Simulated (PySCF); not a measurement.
A survey of 15N NMR shifts

- geometry: GFN2-xTB
- PBE0/pcSseg-1 with gauge-including orbitals
- code: PySCF 2.14
- one computed conformer, isolated molecule, non-relativistic Hamiltonian, rapidly exchanging positions averaged

Shieldings were converted by a linear fit to measured shifts: 15N: δ = -148.07 − 0.921σ (rms 6.3 ppm, 71 shifts vs CH3NO2, solution or neat liquid). Occasional misses reach two or three times the rms, and more in compound classes unlike the fitted ones.

Task: Give the 15N shifts of `COc1conc1F`, `Cc1nn(C)nc1C(F)(F)F`.

Result: 
```tsv
compound	environment	δ (ppm)
COc1conc1F	pyridine-type nitrogen of an azole	-44.9
[CH3:1][c:2]1[n:3][n:4]([CH3:5])[n:6][c:7]1[C:8]([F:9])([F:10])[F:11]	N6: pyridine-type nitrogen of an azole	-52.8
[CH3:1][c:2]1[n:3][n:4]([CH3:5])[n:6][c:7]1[C:8]([F:9])([F:10])[F:11]	N3: pyridine-type nitrogen of an azole	-60.2
[CH3:1][c:2]1[n:3][n:4]([CH3:5])[n:6][c:7]1[C:8]([F:9])([F:10])[F:11]	N4: pyrrole-type ring nitrogen	-152.0
```

Task: Order these by 15N shift, lowest first.
A. C/C(=C\CN[SiH3])C(F)F
B. C=C(C)[C@@H]1C[SiH2][C@H]1CC#N
C. C=CN([SiH3])[C@@H](C)C(F)F
D. O=CC(=O)N/C=C\F
E. COc1conc1F

Result: A (-375.6 ppm, nitrogen bonded to C, Si, H), C (-323.5 ppm, enamine nitrogen), D (-266.4 ppm, amide-type nitrogen), B (-121.7 ppm, nitrile nitrogen), E (-44.9 ppm, pyridine-type nitrogen of an azole).
